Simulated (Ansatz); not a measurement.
Start from `F[Si@@H]1O[C@H]1[SiH3]` and change one atom or group to get `F[SiH]1CO1`.

Ansatz, PBE0-D4/def2-TZVP geometries, multiplicity 1. 

| property | `F[Si@@H]1O[C@H]1[SiH3]` |
| --- | --- |
| ideal-gas entropy at 298 K and 1 bar (rigid rotor, harmonic PBE0-D4/def2-TZVP) / J/(mol·K) | 341 |
| HOMO energy (ωB97M-V/def2-TZVPP) / eV | -10.18 |
| HOMO–LUMO gap (ωB97M-V/def2-TZVPP) / eV | 11.66 |
| HOMO–LUMO gap (PBE/def2-TZVPP) / eV | 5.57 |
| LUMO energy (PBE/def2-TZVPP) / eV | -1.05 |
| HOMO–LUMO gap (B3LYP/def2-TZVPP) / eV | 7.28 |

Task: What does the change do to each property? (Best estimate.)

Result: Computed: 
```json
{"property": "ideal-gas entropy at 298 K and 1 bar (rigid rotor, harmonic PBE0-D4/def2-TZVP) / J/(mol·K)", "`F[SiH]1CO1`": "286", "shift": "-55"}
{"property": "HOMO energy (ωB97M-V/def2-TZVPP) / eV", "`F[SiH]1CO1`": "-10.28", "shift": "-0.10"}
{"property": "HOMO–LUMO gap (ωB97M-V/def2-TZVPP) / eV", "`F[SiH]1CO1`": "12.02", "shift": "0.36"}
{"property": "HOMO–LUMO gap (PBE/def2-TZVPP) / eV", "`F[SiH]1CO1`": "5.83", "shift": "0.26"}
{"property": "LUMO energy (PBE/def2-TZVPP) / eV", "`F[SiH]1CO1`": "-0.82", "shift": "0.23"}
{"property": "HOMO–LUMO gap (B3LYP/def2-TZVPP) / eV", "`F[SiH]1CO1`": "7.55", "shift": "0.27"}
```

With PBE0 the HOMO falls by 0.06 eV and the LUMO rises by 0.22 eV, so the gap widens by about 0.28 eV. PBE moves the HOMO by -0.03 eV and ωB97M-V by -0.10 eV. The zero-point energy changes by -38.8 kJ/mol with -9 modes.

B3LYP here is the variant with VWN-RPA as its local correlation; programs differ in this.
